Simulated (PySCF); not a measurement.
FHOZn. Atoms are numbered in the order given.

```xyz
4

Zn     0.0034     0.0127     0.0000
F      0.0052     1.7570     0.0000
O     -0.1092    -1.7465     0.0000
H      0.7248    -2.2209     0.0000
```
Charge 0, spin multiplicity 1.

Geometry optimised at ωB97X-D3(BJ)/def2-TZVP. One conformer was computed; it need not be the lowest.

The numbers are results of PySCF with TDDFT-CAM-B3LYP/def2-SVPD, not measurements.

Vertical excitations. Gas-phase values at a fixed geometry. State labels are in the subgroup Cs.

```csv
state,symmetry,energy (eV),λ (nm),f,main pairs
S1,A",5.71,217,0.024,HOMO→LUMO 96 %
S2,A',6.74,184,0.060,HOMO−1→LUMO 86 %
S3,A",7.44,167,0.021,"HOMO→LUMO+1 48 %, HOMO−3→LUMO 45 %"
S4,A',7.45,167,0.039,HOMO−2→LUMO 88 %
S5,A",7.53,165,0.022,"HOMO→LUMO+1 48 %, HOMO−3→LUMO 45 %"
S6,A',8.06,154,0.026,"HOMO→LUMO+2 64 %, HOMO−1→LUMO+1 24 %"
S7,A",8.41,147,0.019,"HOMO→LUMO+3 81 %, HOMO→LUMO+4 12 %"
S8,A',8.46,147,0.024,"HOMO−4→LUMO 51 %, HOMO−1→LUMO+1 31 %"
S9,A",8.52,146,0.028,HOMO−1→LUMO+2 94 %
S10,A',8.64,143,0.118,"HOMO−1→LUMO+1 36 %, HOMO−4→LUMO 28 %, HOMO→LUMO+2 11 %, HOMO−1→LUMO+3 8 %"
T1,A",5.27,235,0,HOMO→LUMO 94 %
T2,A',5.94,209,0,HOMO−1→LUMO 93 %
T3,A',7.02,177,0,HOMO−2→LUMO 88 %
T4,A",7.07,175,0,HOMO−3→LUMO 86 %
```
Triplets are in the Tamm–Dancoff approximation, which puts them higher than full response would, so one can lie above its singlet here.
